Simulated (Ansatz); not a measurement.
CH5AlF2OSi can be A, `F[SiH](F)C[O][AlH2]`, or B, `C[Si](F)(F)[O][AlH2]`.

Gas-phase electronic energies from Ansatz, PBE0-D4/def2-TZVP geometries. CBS: MP2 limit from def2 TZ/QZ plus the TZ coupled-cluster correction, frozen cores. DFT in def2-TZVPP. B3LYP here is the variant with VWN-RPA as its local correlation; programs differ in this. Each species was taken in one conformer, which may not be the lowest.

Question: Which is lower in electronic energy at CCSD(T)/CBS, and by how much? (Estimate.)

Answer: Computed: B, by 66.0 kcal/mol.

Question: Give E(B) − E(A) in kcal/mol with HF/def2-TZVPP, MP2/def2-TZVPP, B3LYP, PBE0-D4, B3LYP-D4, CCSD(T)/def2-TZVPP, ωB97M-V. (Estimate.)

Answer: Computed: HF/def2-TZVPP -67.9, MP2/def2-TZVPP -67.0, B3LYP -63.3, PBE0-D4 -63.4, B3LYP-D4 -63.5, CCSD(T)/def2-TZVPP -65.3, ωB97M-V -64.8. None reverses the order clearly.

Largest T1 diagnostic: 0.013.

From PBE to PBE0 (25 % exact exchange), in def2-TZVPP and without D4, E(B) − E(A) moves by −3.0 kcal/mol. In def2-TZVPP, CCSD(T) changes the Hartree–Fock value by +2.6 kcal/mol (the triples alone add +0.7 kcal/mol) and MP2 by +1.0 kcal/mol.
